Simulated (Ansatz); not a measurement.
## Match the barriers

Saddle point of BSiH4F3, singlet (BF₃ ([F][B]([F])[F]) + SiH₄ → BSiH₃F₂ ([F][B]([F])[SiH3]) + HF; bonds formed: B1–Si6, F2–H5; bonds broken: B1–F2, H5–Si6), PBE0-D4/def2-TZVP structure:

```json
{"atom": "B1", "x (Å)": "-0.4183", "y (Å)": "0.4090", "z (Å)": "-0.9302"}
{"atom": "F2", "x (Å)": "0.9145", "y (Å)": "1.3227", "z (Å)": "-1.2003"}
{"atom": "F3", "x (Å)": "-0.4944", "y (Å)": "-0.4900", "z (Å)": "-1.9063"}
{"atom": "F4", "x (Å)": "-1.4379", "y (Å)": "1.2370", "z (Å)": "-0.7260"}
{"atom": "H5", "x (Å)": "0.9098", "y (Å)": "0.6964", "z (Å)": "-0.2843"}
{"atom": "Si6", "x (Å)": "0.1401", "y (Å)": "-0.5882", "z (Å)": "0.9669"}
{"atom": "H7", "x (Å)": "0.3082", "y (Å)": "0.2805", "z (Å)": "2.1591"}
{"atom": "H8", "x (Å)": "-1.1661", "y (Å)": "-1.2902", "z (Å)": "1.0353"}
{"atom": "H9", "x (Å)": "1.2440", "y (Å)": "-1.5771", "z (Å)": "0.8859"}
```

Program: Ansatz 0.2.0. Basis: def2-TZVPP, with def2-QZVPP for the basis limit. Cores are frozen in the correlated methods. Extrapolation: Hartree–Fock as exp(−7.88 √X), correlation as X^−2.97. Four methods, as single points on the PBE0-D4 structures, gave these electronic barriers from the start structure: 244.4, 251.3, 301.2, 373.1 kJ/mol.

(1) The methods were, in alphabetical order, BHLYP-D4, BLYP-D4, HF, r2SCAN-D4. Which gave which? (Judge from chemistry; the calculation decides.)

The T1 diagnostic stays at or below 0.014.

Answers

(1) Computed: r2SCAN-D4 244.4; BLYP-D4 251.3; BHLYP-D4 301.2; HF 373.1 kJ/mol. For comparison, CCSD(T) at an estimated basis limit (MP2 extrapolated from triple and quadruple zeta, plus CCSD(T) − MP2 in triple zeta) gives 276.0 kJ/mol.

Labels in which every atom is bracketed show which atoms are joined, not bond orders.

For scale, one of the runs: CCSD(T)/def2-TZVPP, 222 basis functions, launched by `ansatz run in.yaml --threads 4 --pin off --events-out ev --progress --plain --max-ram 9574MiB`. The run took 110 s on 4 CPU threads of an Arm Neoverse V1 (shared host), with 3.7 GiB of host memory at its peak.
